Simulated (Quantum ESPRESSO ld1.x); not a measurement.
Results of a calculation; reference values are marked as such.
Is Sc- bound? Neutral atom [Ar] 3d1 4s2, anion [Ar] 3d2 4s2. Scalar-relativistic spherical Kohn-Sham, ld1.x of Quantum ESPRESSO 7.5; with spin, open shells are filled with parallel spins first. "No" means that the self-consistent cycle ended without a solution in which all occupied levels of the anion are bound.

method                                                                          e(HOMO) neutral (eV)  anion bound  e(HOMO) anion (eV)  EA, Delta-SCF (eV)  <r> HOMO anion (bohr)
LDA (Slater exchange, Perdew-Zunger correlation), spin-polarised                        3d up -3.676           no                   -                   -                      -
LDA (Slater exchange, Perdew-Zunger correlation) + SIC, spin-polarised                4s down -6.332          yes      4s down -0.729               0.120                   5.27
LDA (Slater exchange, Perdew-Wang correlation) + SIC, spin-polarised                  4s down -6.316          yes      4s down -0.694               0.142                   5.33
LDA (Slater exchange, Perdew-Zunger correlation) + Latter tail, spin-polarised          3d up -4.603           no                   -                   -                      -
PBE, spin-unpolarised                                                                      3d -3.233           no                   -                   -                      -
Slater X-alpha with alpha = 1, spin-unpolarised                                            4s -5.126           no                   -                   -                      -

A bound anion was found by 2 of 6 methods. Tabulated electron affinity: 0.188 eV (CRC Handbook (2014) and Andersen, Phys. Rep. 394, 157 (2004), with later updates, as tabulated in mendeleev). With the Latter tail the total energy is not variational, so no affinity is given for it.

Beside tabulated values, note that spin-unpolarised runs miss the spin-polarisation part of the exchange energy of open shells.
